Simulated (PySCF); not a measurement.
This PySCF input asks for the NMR shieldings of C6H16BFN2; the geometry comes from GFN2-xTB.

```python
import basis_set_exchange as bse
import numpy as np
from pyscf import gto, dft
from pyscf.prop import nmr

atoms = """
C     2.547376    0.526971    0.496690
N     1.976398   -0.170719   -0.633216
C     1.769319   -1.567720   -0.332017
B     1.652261    0.421178   -1.831815
N    -0.654139    0.687907    1.930208
C    -1.014069    1.026663    0.582471
C    -2.430019    1.285822    0.139129
C    -1.706268    0.042755   -0.313351
C    -2.134461   -1.308733    0.191387
F    -3.023581   -1.884617   -0.689815
H     3.506399    0.079766    0.778328
H     2.710100    1.571356    0.244773
H     1.871795    0.465353    1.355577
H     1.138876   -1.670932    0.556837
H     2.724695   -2.063985   -0.129464
H     1.289844   -2.062603   -1.171953
H     1.182056   -0.227425   -2.687812
H     1.851812    1.567706   -1.978956
H    -0.495170    1.534101    2.468815
H    -1.394674    0.166512    2.386197
H    -0.238267    1.622820    0.117243
H    -3.218774    1.158509    0.867694
H    -2.624042    2.064998   -0.580767
H    -1.368260    0.008994   -1.341462
H    -1.285864   -1.997951    0.264551
H    -2.654390   -1.254112    1.153637
"""
names = dict.fromkeys(["C", "N", "B", "F", "H"], "pcSseg-1")
basis = {el: gto.basis.parse(bse.get_basis(n, elements=[el], fmt="nwchem")) for el, n in names.items()}
mol = gto.M(atom=atoms, basis=basis, charge=0, verbose=0)
mf = dft.RKS(mol, xc="PBE0")
mf.grids.level = 2
mf.grids.alignment = dft.numint.BLKSIZE   # the property module wants whole blocks of grid points
mf.conv_tol = 1e-9
mf.kernel()

calc = nmr.RKS(mf)   # GIAO
C = mf.mo_coeff
Co = C[:, mf.mo_occ > 0]
resp = mf.gen_response(singlet=True, hermi=2)
def vind(x):   # induced exchange potential for any number of trial vectors
    d = np.einsum("pi,xij,qj->xpq", C, 2 * x.reshape(-1, C.shape[1], Co.shape[1]), Co, optimize=True)
    return np.einsum("xpq,pi,qj->xij", resp(d - d.transpose(0, 2, 1)), C, Co, optimize=True).ravel()
mo1, _ = nmr.rhf.solve_mo1(calc, with_cphf=vind)
sigma = calc.kernel(mo1)
for i, s in enumerate(sigma):   # ppm
    w = np.linalg.eigvalsh((s + s.T) / 2)
    print("%2d %-2s iso %8.1f  s11 %8.1f  s22 %8.1f  s33 %8.1f" % (i, mol.atom_pure_symbol(i), w.mean(), *w))
```

Task: What does it print?

Result: 
```
 0 C  iso    139.8  s11    113.5  s22    121.7  s33    184.3
 1 N  iso    118.6  s11    -21.6  s22    150.8  s33    226.7
 2 C  iso    138.9  s11    113.5  s22    121.5  s33    181.5
 3 B  iso     63.7  s11     31.1  s22     52.0  s33    107.9
 4 N  iso    224.3  s11    190.4  s22    233.8  s33    248.7
 5 C  iso    152.2  s11    114.7  s22    143.9  s33    197.9
 6 C  iso    167.0  s11    140.4  s22    156.1  s33    204.4
 7 C  iso    165.8  s11    132.5  s22    161.1  s33    203.9
 8 C  iso     97.3  s11     61.2  s22     84.0  s33    146.7
 9 F  iso    424.3  s11    394.6  s22    423.1  s33    455.2
10 H  iso     28.8  s11     25.1  s22     26.6  s33     34.8
11 H  iso     28.4  s11     25.8  s22     26.3  s33     33.0
12 H  iso     27.7  s11     22.6  s22     28.1  s33     32.3
13 H  iso     28.5  s11     24.7  s22     28.6  s33     32.1
14 H  iso     28.6  s11     24.8  s22     26.6  s33     34.5
15 H  iso     28.1  s11     25.5  s22     26.6  s33     32.4
16 H  iso     27.1  s11     24.1  s22     27.4  s33     29.7
17 H  iso     27.2  s11     24.3  s22     27.4  s33     29.8
18 H  iso     30.7  s11     24.2  s22     27.4  s33     40.4
19 H  iso     31.8  s11     23.9  s22     31.4  s33     40.2
20 H  iso     29.4  s11     24.2  s22     27.3  s33     36.7
21 H  iso     31.8  s11     26.8  s22     29.4  s33     39.2
22 H  iso     30.8  s11     25.0  s22     27.4  s33     40.0
23 H  iso     30.6  s11     26.1  s22     27.2  s33     38.4
24 H  iso     26.3  s11     21.1  s22     27.9  s33     29.8
25 H  iso     27.5  s11     22.1  s22     29.7  s33     30.6
```

These numbers come from an equivalent density-fitted implementation of the same equations, which agrees with the script to about 0.01 ppm for H and up to a few tenths of a ppm for heavy atoms, so last digits may differ.

Size and cost of the density-fitted run: 250 basis functions, 2.6 min wall time on 1 thread of an Intel Xeon, shared host; peak memory 1.2 GiB.
